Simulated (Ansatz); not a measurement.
Cost and result for the atomization energy of C₂H₆BI (`BCCI`) (10 atoms, 9 bonds).

Z-matrix (Å, degrees):
```
C
C 1 1.508
B 1 1.556 2 115.8
H 1 1.100 2 111.2 3 -122.8
H 1 1.100 2 111.2 3 123.0
I 2 2.154 1 113.1 3 179.9
H 2 1.088 1 112.5 3 -61.9
H 2 1.088 1 112.5 3 61.6
H 3 1.197 1 118.9 2 179.9
H 3 1.198 1 122.2 2 -0.2
```

Charge 0, multiplicity 1. Correlated methods include outer-core shells of I, which these sets cover unevenly. I: def2 effective core potential. Geometry: relaxed with PBE0-D4/def2-TZVP. It is one conformer, not always the lowest. Program: Ansatz. All runs use 4 threads of an Arm Neoverse V1 on a shared host. Times are those of one run each, without the atoms' runs, and a repeat can differ threefold. Electronic energies, without spin–orbit coupling; frozen cores. CCSD(T)/CBS adds CCSD(T) − MP2 in def2-TZVPP to the MP2 limit, and its time is that of the two runs behind it. T1 = 0.009. With those shells the extrapolation isn't a true limit. B3LYP takes the VWN-RPA correlation (the form of Gaussian; ORCA's B3LYP/G).

CCSD(T)/CBS is a level of theory with its own doubt, some kJ/mol a heavy atom from the limit and from the frozen cores, so smaller differences don't rank the functionals.

```json
{"level": "PBE-D4/def2-TZVPP (with forces)", "functions": "227", "wall time": "2.2 s"}
{"level": "PBE0-D4/def2-TZVPP", "functions": "227", "wall time": "2.4 s"}
{"level": "B3LYP-D4/def2-TZVPP (with forces)", "functions": "227", "wall time": "3.8 s"}
{"level": "r2SCAN-D4/def2-TZVPP (with forces)", "functions": "227", "wall time": "3.9 s"}
{"level": "B2PLYP/def2-TZVPP", "functions": "227", "wall time": "4.9 s"}
{"level": "ωB97X-V/def2-TZVPP", "functions": "227", "wall time": "7 s"}
{"level": "ωB97M-V/def2-TZVPP (with forces)", "functions": "227", "wall time": "9.5 s"}
{"level": "MP2/def2-QZVPP", "functions": "433", "wall time": "17 s"}
{"level": "CCSD(T)/def2-TZVPP", "functions": "227", "wall time": "2.3 min"}
{"level": "CCSD(T)/CBS(def2)", "functions": "–", "wall time": "2.5 min"}
```

What atomization energy does each give, and how far from CCSD(T)/CBS? (An estimate is asked.)

Ansatz gave: 
```
                             level  atomization (kJ/mol)  difference from CCSD(T)/CBS  per bond
   PBE-D4/def2-TZVPP (with forces)                3571.1                         60.6       6.7
                PBE0-D4/def2-TZVPP                3535.2                         24.7       2.7
 B3LYP-D4/def2-TZVPP (with forces)                3516.5                          6.0       0.7
r2SCAN-D4/def2-TZVPP (with forces)                3526.2                         15.7       1.7
                 B2PLYP/def2-TZVPP                3479.7                        -30.8      -3.4
                ωB97X-V/def2-TZVPP                3511.5                          1.0       0.1
  ωB97M-V/def2-TZVPP (with forces)                3513.4                          2.9       0.3
                    MP2/def2-QZVPP                3521.5                         11.0       1.2
                CCSD(T)/def2-TZVPP                3430.3                        -80.2      -8.9
                 CCSD(T)/CBS(def2)                3510.5                          0.0       0.0
```

The D4 term adds +30.4 kJ/mol with B3LYP and +15.8 kJ/mol with PBE0; it sums over pairs of atoms, weighted by their polarisabilities, and B3LYP, whose exchange is more repulsive, gets the larger term. In def2-TZVPP, CCSD(T) changes the Hartree–Fock value by +759.8 kJ/mol (the triples alone add +44.3 kJ/mol) and MP2 by +804.1 kJ/mol; breaking electron pairs costs correlation energy, which Hartree–Fock lacks. From PBE to PBE0 (25 % exact exchange), in def2-TZVPP and without D4, the atomization energy moves by −33.0 kJ/mol: exact exchange takes away binding that semilocal exchange gives to molecules.

Spin–orbit coupling would lower the free I atoms strongly, and the atomization energy with them, by more than many differences here.
